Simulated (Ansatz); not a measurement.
Relaxation of H$_{7}$OPSi$_{2}$ (11 atoms, charge 0, multiplicity 1), to a largest force component of 0.02 eV/Å in at most 50 steps.

Method: Ansatz 0.2.0, UKS LDA/cc-pVDZ.

```xyz
11
Properties=species:S:1:pos:R:3
O -0.339 1.953 -0.172
P 0.746 0.837 -0.269
Si 0.411 -0.230 1.653
Si -0.215 -0.728 -1.463
H -0.249 2.686 -0.885
H 0.925 0.647 2.774
H 1.271 -1.480 1.654
H -0.951 -0.540 1.869
H -1.635 -1.005 -0.870
H -0.425 -0.227 -2.824
H 0.528 -1.970 -1.448
```

Question: Where does it end, and by what steps?

Answer: The run converged. After 8 steps the energy has fallen by 0.706 eV; H5 moved furthest, 0.39 Å.

| step | energy less start (eV) | largest force component (eV/Å) | accepted |
| --- | --- | --- | --- |
| 0 | 0.0000 | 4.964 | yes |
| 1 | -0.4759 | 3.667 | yes |
| 2 | -0.5658 | 3.016 | yes |
| 3 | -0.6705 | 1.262 | yes |
| 4 | -0.7034 | 0.171 | yes |
| 5 | -0.7052 | 0.059 | yes |
| 6 | -0.7061 | 0.040 | yes |
| 7 | -0.7062 | 0.020 | yes |
| 8 | -0.7064 | 0.013 | yes |

```xyz
11
Properties=species:S:1:pos:R:3
O -0.467 1.903 -0.241
P 0.842 0.785 -0.340
Si 0.462 -0.173 1.676
Si -0.280 -0.788 -1.523
H -0.106 2.767 -0.530
H 0.912 0.783 2.757
H 1.270 -1.448 1.771
H -1.006 -0.482 1.864
H -1.623 -1.101 -0.901
H -0.493 -0.256 -2.921
H 0.556 -2.047 -1.591
```

Time of the run: 13 s on 2 threads of Intel(R) Xeon(R) Platinum 8488C (Sapphire Rapids), with other jobs on the host, peak memory 0.19 GiB.
